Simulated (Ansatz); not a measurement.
```xyz
2

B     0.0149   -0.0141   -0.1631
H     0.0091    0.0172    1.0897
```

Basis set: STO-3G (spherical functions). Left uncorrelated: 1 orbital. Charge 0, multiplicity 1.

Computed with Ansatz (development build ahead of 0.2.0); each method stands on the lowest determinant of its kind that the runs found. Restricted open shells among the atoms or ions are ROHF, correlated in semicanonical orbitals with singles.

The atomization energy at this shape (free ground-state atoms in the same class of orbitals less the molecule, no zero-point energy) of singlet BH:

```csv
method,atomization energy
RHF-MP2,386.9 kJ/mol
```

**Question.** What does RHF give?

**Answer.** 358.6 kJ/mol.

This basis has no polarisation functions and is too small for such energies, which can lie far from measured ones in either direction.
